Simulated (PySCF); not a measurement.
C2H8N2, charge +1, doublet, at a GFN2-xTB geometry (a state made from the parent by changing its charge; the spin is typed, not shown lowest); TPSS/6-31G run with PySCF.

PySCF was given this input:
```python
from pyscf import gto, scf, dft

mol = gto.Mole()
mol.atom = '''
    N     1.778911    0.550319   -0.017299
    C     0.528591    0.367345    0.525254
    C    -0.528591   -0.367345   -0.525254
    N    -1.778911   -0.550319    0.017299
    H     2.435603   -0.214691   -0.053969
    H     1.954778    1.321030   -0.644121
    H     0.060921    1.322367    0.768963
    H     0.567518   -0.295666    1.390746
    H    -0.060921   -1.322367   -0.768963
    H    -0.567518    0.295666   -1.390746
    H    -2.435603    0.214691    0.053969
    H    -1.954778   -1.321030    0.644121
'''
mol.basis = '6-31g'
mol.charge = 1
mol.spin = 1
mol.verbose = 4
mol.build()

mf = dft.UKS(mol)
mf.xc = 'tpss'
mf.kernel()
mf.analyze()
```

The log (banner, timings and long lists left out):

```
PySCF version 2.14.0

[INPUT] verbose = 4
[INPUT] num. atoms = 12
[INPUT] num. electrons = 33
[INPUT] charge = 1
[INPUT] spin (= nelec alpha-beta = 2S) = 1
[INPUT] symmetry False subgroup None
[INPUT] Mole.unit = angstrom
[INPUT] Symbol           X                Y                Z      unit          X                Y                Z       unit  Magmom
[...]
nuclear repulsion = 132.323620880542
number of shells = 36
number of NR pGTOs = 120
number of NR cGTOs = 52
basis = 6-31g
ecp = {}

******** <class 'pyscf.dft.uks.UKS'> ********
method = UKS
initial guess = minao
damping factor = 0
level_shift factor = 0
DIIS = <class 'pyscf.scf.diis.CDIIS'>
diis_start_cycle = 1
diis_space = 8
diis_damp = 0
SCF conv_tol = 1e-09
SCF conv_tol_grad = None
SCF max_cycles = 50
direct_scf = True
direct_scf_tol = 1e-13
number electrons alpha = 17  beta = 16
XC library pyscf.dft.libxc version 7.1.2
    S. Lehtola, C. Steigemann, M. J. T. Oliveira, and M. A. L. Marques,  SoftwareX 7, 1–5 (2018)
XC functionals = tpss
    J. Tao, J. P. Perdew, V. N. Staroverov, and G. E. Scuseria,  Phys. Rev. Lett. 91, 146401 (2003)
    J. P. Perdew, J. Tao, V. N. Staroverov, and G. E. Scuseria,  J. Chem. Phys. 120, 6898 (2004)
    J. Tao, J. P. Perdew, V. N. Staroverov, and G. E. Scuseria,  Phys. Rev. Lett. 91, 146401 (2003)
    J. P. Perdew, J. Tao, V. N. Staroverov, and G. E. Scuseria,  J. Chem. Phys. 120, 6898 (2004)
radial grids:
    Treutler-Ahlrichs [JCP 102, 346 (1995); DOI:10.1063/1.469408] (M4) radial grids

becke partition: Becke, JCP 88, 2547 (1988); DOI:10.1063/1.454033
pruning grids: <function nwchem_prune>
grids dens level: 3
symmetrized grids: False
atomic radii adjust function: <function treutler_atomic_radii_adjust>
small_rho_cutoff = 0
Set gradient conv threshold to 3.16228e-05
tot grids = 134504
init E= -190.712170443266

cycle= 1 E= -190.209464868822  delta_E= 0.503  |g|= 0.163  |ddm|= 2.11
cycle= 2 E= -190.2062611768  delta_E= 0.0032  |g|= 0.19  |ddm|= 0.32
cycle= 3 E= -190.222262730061  delta_E= -0.016  |g|= 0.0315  |ddm|= 0.181
cycle= 4 E= -190.222615758393  delta_E= -0.000353  |g|= 0.0174  |ddm|= 0.0457
cycle= 5 E= -190.222778222328  delta_E= -0.000162  |g|= 0.00154  |ddm|= 0.0186
cycle= 6 E= -190.222780859917  delta_E= -2.64e-06  |g|= 0.000374  |ddm|= 0.00337
cycle= 7 E= -190.222781040877  delta_E= -1.81e-07  |g|= 5.45e-05  |ddm|= 0.000915
cycle= 8 E= -190.222781044106  delta_E= -3.23e-09  |g|= 9.66e-06  |ddm|= 0.000125
[...]
converged SCF energy = -190.222781044221  <S^2> = 0.75229034  2S+1 = 2.002289
Total Energy =                        -190.222781044220653
[...]
spin_pop of  2 C 3pz      -0.00006
spin_pop of  3 N 1s       -0.00000
spin_pop of  3 N 2s        0.01488
spin_pop of  3 N 3s       -0.00006
spin_pop of  3 N 2px       0.08589
spin_pop of  3 N 2py       0.08017
spin_pop of  3 N 2pz       0.22816
spin_pop of  3 N 3px       0.00089
spin_pop of  3 N 3py       0.00068
spin_pop of  3 N 3pz       0.00195
spin_pop of  4 H 1s       -0.00981
spin_pop of  4 H 2s       -0.00022
spin_pop of  5 H 1s       -0.00981
spin_pop of  5 H 2s       -0.00022
spin_pop of  6 H 1s        0.01380
spin_pop of  6 H 2s        0.00008
spin_pop of  7 H 1s        0.01380
spin_pop of  7 H 2s        0.00008
spin_pop of  8 H 1s        0.01380
spin_pop of  8 H 2s        0.00008
spin_pop of  9 H 1s        0.01380
spin_pop of  9 H 2s        0.00008
spin_pop of  10 H 1s       -0.00981
spin_pop of  10 H 2s       -0.00022
spin_pop of  11 H 1s       -0.00981
spin_pop of  11 H 2s       -0.00022
 ** Mulliken Spin Density (per atom)  **
spin density of  0 N =      0.41255
spin density of  1 C =      0.07973
spin density of  2 C =      0.07973
spin density of  3 N =      0.41255
spin density of  4 H =     -0.01003
spin density of  5 H =     -0.01003
spin density of  6 H =      0.01389
spin density of  7 H =      0.01389
spin density of  8 H =      0.01389
spin density of  9 H =      0.01389
spin density of  10 H =     -0.01003
spin density of  11 H =     -0.01003
 ** Mulliken pop alpha/beta on meta-lowdin orthogonal AOs **
 ** Mulliken pop       alpha | beta **
In total            17.00000 | 16.00000
 ** Mulliken atomic charges   ( Nelec_alpha | Nelec_beta ) **
charge of  0N =     -0.23419  (     3.82337      3.41082 )
charge of  1C =     -0.10004  (     3.08989      3.01015 )
charge of  2C =     -0.10004  (     3.08989      3.01015 )
charge of  3N =     -0.23419  (     3.82337      3.41082 )
charge of  4H =      0.26648  (     0.36175      0.37178 )
charge of  5H =      0.26648  (     0.36174      0.37178 )
charge of  6H =      0.15063  (     0.43163      0.41774 )
charge of  7H =      0.15064  (     0.43163      0.41774 )
charge of  8H =      0.15063  (     0.43163      0.41774 )
charge of  9H =      0.15064  (     0.43163      0.41774 )
charge of  10H =      0.26648  (     0.36175      0.37178 )
charge of  11H =      0.26648  (     0.36174      0.37178 )

WARN: System has nonzero charge 1; the dipole moment is origin-dependent.
Location of origin: [0. 0. 0.]

Dipole moment(X, Y, Z, Debye):  0.00000,  0.00000,  0.00000
```
